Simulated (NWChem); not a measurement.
System: CH3F2OV; SMILES [CH3][V](=[O])([F])[F]

NWChem input:

```
start job
memory heap 200 mb stack 900 mb global 1100 mb
geometry units angstroms
  V      0.121950    -0.159456    -0.005470
  O      0.950942     0.434454    -1.121447
  F      0.784162     0.058136     1.443595
  F     -0.969719    -1.214847    -0.534835
  C     -1.146818     1.484893     0.060090
  H     -0.569702     2.382266     0.297736
  H     -1.889282     1.280527     0.839857
  H     -1.638005     1.606881    -0.907342
end
basis spherical
  * library def2-svp
end
dft
  xc pbe0
  iterations 150
end
driver
  maxiter 120
end
task dft optimize
```

Parts of the log:

```
             Northwest Computational Chemistry Package (NWChem) 7.3.0
             --------------------------------------------------------

 C1  symmetry detected

                             Geometry "geometry" -> ""
                             -------------------------

 Output coordinates in angstroms (scale by  1.889725989 to convert to a.u.)

  No.       Tag          Charge          X              Y              Z
 ---- ---------------- ---------- -------------- -------------- --------------
    1 V                   23.0000    -0.27001767     0.00067657     0.04176457
    2 O                    8.0000    -0.04442617     0.00256117     1.53657774
    3 F                    9.0000    -0.57309267     1.46780923    -0.54246799
    4 F                    9.0000    -0.57864063    -1.46659513    -0.53934152
    5 C                    6.0000     1.76774074    -0.00440490    -0.36501405
    6 H                    1.0000     2.22796896     0.88963889     0.06357957
    7 H                    1.0000     1.87241300    -0.01245589    -1.45590072
    8 H                    1.0000     2.22458898    -0.89773101     0.06548399

 Effective nuclear repulsion energy (a.u.)     346.6188879278

                                Z-matrix (autoz)
                                --------

 Units are Angstrom for bonds and degrees for angles

      Type          Name      I     J     K     L     M      Value
      ----------- --------  ----- ----- ----- ----- ----- ----------
    1 Stretch                  1     2                       1.51174
    2 Stretch                  1     3                       1.60800
    3 Stretch                  1     4                       1.60805
    4 Stretch                  1     5                       2.07797
    5 Stretch                  5     6                       1.09308
    6 Stretch                  5     7                       1.09593
    7 Stretch                  5     8                       1.09182
    8 Bend                     1     5     6               109.51997
    9 Bend                     1     5     7               106.77043
   10 Bend                     1     5     8               109.58142
   11 Bend                     2     1     3               112.72131
   12 Bend                     2     1     4               112.77446
   13 Bend                     2     1     5                92.70710
   14 Bend                     3     1     4               131.68614
   15 Bend                     3     1     5                96.65779
   16 Bend                     4     1     5                96.61730
   17 Bend                     6     5     7               110.86028
   18 Bend                     6     5     8               109.78189
   19 Bend                     7     5     8               110.27375
   20 Torsion                  2     1     5     6         -60.23849
   21 Torsion                  2     1     5     7         179.66749
   22 Torsion                  2     1     5     8          60.24077
   23 Torsion                  3     1     5     6          53.01659
   24 Torsion                  3     1     5     7         -67.07743
   25 Torsion                  3     1     5     8         173.49584
   26 Torsion                  4     1     5     6        -173.54323
   27 Torsion                  4     1     5     7          66.36275
   28 Torsion                  4     1     5     8         -53.06397

                           NWChem Geometry Optimization
                           ----------------------------

 maximum gradient threshold         (gmax) =   0.000450
 rms gradient threshold             (grms) =   0.000300
 maximum cartesian step threshold   (xmax) =   0.001800
 rms cartesian step threshold       (xrms) =   0.001200
 fixed trust radius                (trust) =   0.300000
 source of zmatrix                         =   autoz

          -------------------
          Energy Minimization
          -------------------

 Using diagonal initial Hessian
 Scaling for Hessian diagonals: bonds = 1.00  angles = 0.25  torsions = 0.10

          --------
          Step   0

                                 NWChem DFT Module
                                 -----------------

 Summary of "ao basis" -> "ao basis" (spherical)
 ------------------------------------------------------------------------------
       Tag                 Description            Shells   Functions and Types
 ---------------- ------------------------------  ------  ---------------------
 V                          def2-svp                11       31   5s3p2d1f
 O                          def2-svp                 6       14   3s2p1d
 F                          def2-svp                 6       14   3s2p1d
 C                          def2-svp                 6       14   3s2p1d
 H                          def2-svp                 3        5   2s1p

            General Information
            -------------------
          SCF calculation type: DFT
          Wavefunction type:  closed shell.
          No. of atoms     :     8
          No. of electrons :    58
           Alpha electrons :    29
            Beta electrons :    29
          Charge           :     0
          Spin multiplicity:     1
          Use of symmetry is: off; symmetry adaption is: off
          Maximum number of iterations: 150
          AO basis - number of functions:   102
                     number of shells:    44
          Convergence on energy requested:  1.00D-06
          Convergence on density requested:  1.00D-05
          Convergence on gradient requested:  5.00D-04

              XC Information
              --------------
                         PBE0 Method XC Functional
                     Hartree-Fock (Exact) Exchange  0.250
          PerdewBurkeErnzerhof Exchange Functional  0.750
            Perdew 1991 LDA Correlation Functional  1.000 local
           PerdewBurkeErnz. Correlation Functional  1.000 non-local

             Grid Information
             ----------------
          Grid used for XC integration:  medium
          Radial quadrature: Mura-Knowles
          Angular quadrature: Lebedev.
          Tag              B.-S. Rad. Rad. Pts. Rad. Cut. Ang. Pts.
          ---              ---------- --------- --------- ---------
          V                   1.35      112          10.0       590
          O                   0.60       49          10.0       434
          F                   0.50       49          10.0       434
          C                   0.70       49          10.0       434
          H                   0.35       45          11.0       434
          Grid pruning is: on
          Number of quadrature shells:   443
          Spatial weights used:  Erf1

      Superposition of Atomic Density Guess
      -------------------------------------

 Sum of atomic energies:       -1255.08119533

      Non-variational initial energy
      ------------------------------

 Total energy =   -1255.685616
 1-e energy   =   -2415.993494
 2-e energy   =     813.688990
 HOMO         =      -0.341926
 LUMO         =      -0.019176

[...]

      ----------------------
      Optimization converged
      ----------------------

  Step       Energy      Delta E   Gmax     Grms     Xrms     Xmax
  ---- ---------------- -------- -------- -------- -------- --------
@    6   -1258.06216781 -2.0D-07  0.00010  0.00002  0.00067  0.00139
                                     ok       ok       ok       ok

                                Z-matrix (autoz)
                                --------

 Units are Angstrom for bonds and degrees for angles

      Type          Name      I     J     K     L     M      Value     Gradient
      ----------- --------  ----- ----- ----- ----- ----- ---------- ----------
    1 Stretch                  1     2                       1.53776   -0.00010
    2 Stretch                  1     3                       1.70845   -0.00001
    3 Stretch                  1     4                       1.70845   -0.00001
    4 Stretch                  1     5                       1.98561   -0.00003
    5 Stretch                  5     6                       1.10047   -0.00003
    6 Stretch                  5     7                       1.10171   -0.00002
    7 Stretch                  5     8                       1.10046   -0.00003
    8 Bend                     1     5     6               108.50647    0.00002
    9 Bend                     1     5     7               106.78926    0.00003
   10 Bend                     1     5     8               108.52268    0.00002
   11 Bend                     2     1     3               110.74703   -0.00000
   12 Bend                     2     1     4               110.74774   -0.00000
   13 Bend                     2     1     5               103.31193    0.00000
   14 Bend                     3     1     4               115.91984    0.00000
   15 Bend                     3     1     5               107.62252    0.00000
   16 Bend                     4     1     5               107.62073    0.00000
   17 Bend                     6     5     7               111.31880   -0.00002
   18 Bend                     6     5     8               110.24179   -0.00002
   19 Bend                     7     5     8               111.32174   -0.00002
   20 Torsion                  2     1     5     6         -59.99092   -0.00000
   21 Torsion                  2     1     5     7         179.91362   -0.00000
   22 Torsion                  2     1     5     8          59.80589   -0.00000
   23 Torsion                  3     1     5     6          57.20967   -0.00000
   24 Torsion                  3     1     5     7         -62.88578   -0.00000
   25 Torsion                  3     1     5     8         177.00648   -0.00000
   26 Torsion                  4     1     5     6        -177.19155    0.00000
   27 Torsion                  4     1     5     7          62.71299    0.00000
   28 Torsion                  4     1     5     8         -57.39474    0.00000

                         Geometry "geometry" -> "geometry"
                         ---------------------------------

 Output coordinates in angstroms (scale by  1.889725989 to convert to a.u.)

  No.       Tag          Charge          X              Y              Z
 ---- ---------------- ---------- -------------- -------------- --------------
    1 V                   23.0000    -0.09605240     0.00001131     0.05351182
    2 O                    8.0000    -0.12105169     0.00247654     1.59106773
    3 F                    9.0000    -0.75725344     1.44889068    -0.56484893
    4 F                    9.0000    -0.76434898    -1.44752614    -0.56033924
    5 C                    6.0000     1.84337279    -0.00543828    -0.37219746
    6 H                    1.0000     2.29868309     0.89779218     0.06128900
    7 H                    1.0000     1.92806014    -0.00895438    -1.47064221
    8 H                    1.0000     2.29512504    -0.90775298     0.06684088

 Effective nuclear repulsion energy (a.u.)     336.1763276382

                Final and change from initial internal coordinates
                --------------------------------------------------

                                Z-matrix (autoz)
                                --------

 Units are Angstrom for bonds and degrees for angles

      Type          Name      I     J     K     L     M      Value       Change
      ----------- --------  ----- ----- ----- ----- ----- ---------- ----------
    1 Stretch                  1     2                       1.53776    0.02602
    2 Stretch                  1     3                       1.70845    0.10045
    3 Stretch                  1     4                       1.70845    0.10040
    4 Stretch                  1     5                       1.98561   -0.09236
    5 Stretch                  5     6                       1.10047    0.00740
    6 Stretch                  5     7                       1.10171    0.00578
    7 Stretch                  5     8                       1.10046    0.00864
    8 Bend                     1     5     6               108.50647   -1.01349
    9 Bend                     1     5     7               106.78926    0.01883
   10 Bend                     1     5     8               108.52268   -1.05874
   11 Bend                     2     1     3               110.74703   -1.97428
   12 Bend                     2     1     4               110.74774   -2.02672
   13 Bend                     2     1     5               103.31193   10.60483
   14 Bend                     3     1     4               115.91984  -15.76630
   15 Bend                     3     1     5               107.62252   10.96473
   16 Bend                     4     1     5               107.62073   11.00343
   17 Bend                     6     5     7               111.31880    0.45852
   18 Bend                     6     5     8               110.24179    0.45989
   19 Bend                     7     5     8               111.32174    1.04800
   20 Torsion                  2     1     5     6         -59.99092    0.24757
   21 Torsion                  2     1     5     7         179.91362    0.24613
   22 Torsion                  2     1     5     8          59.80589   -0.43488
   23 Torsion                  3     1     5     6          57.20967    4.19308
   24 Torsion                  3     1     5     7         -62.88578    4.19165
   25 Torsion                  3     1     5     8         177.00648    3.51064
   26 Torsion                  4     1     5     6        -177.19155   -3.64833
   27 Torsion                  4     1     5     7          62.71299   -3.64976
   28 Torsion                  4     1     5     8         -57.39474   -4.33077

 ==============================================================================
                                internuclear distances
 ------------------------------------------------------------------------------
       center one      |      center two      | atomic units |  angstroms
 ------------------------------------------------------------------------------
    2 O                |   1 V                |     2.90595  |     1.53776
    3 F                |   1 V                |     3.22851  |     1.70845
    4 F                |   1 V                |     3.22850  |     1.70845
    5 C                |   1 V                |     3.75225  |     1.98561
    6 H                |   5 C                |     2.07959  |     1.10047
    7 H                |   5 C                |     2.08193  |     1.10171
    8 H                |   5 C                |     2.07956  |     1.10046
 ------------------------------------------------------------------------------
                         number of included internuclear distances:          7
 ==============================================================================
```

Level: PBE0/def2-SVP. No frequency run checked for a minimum.
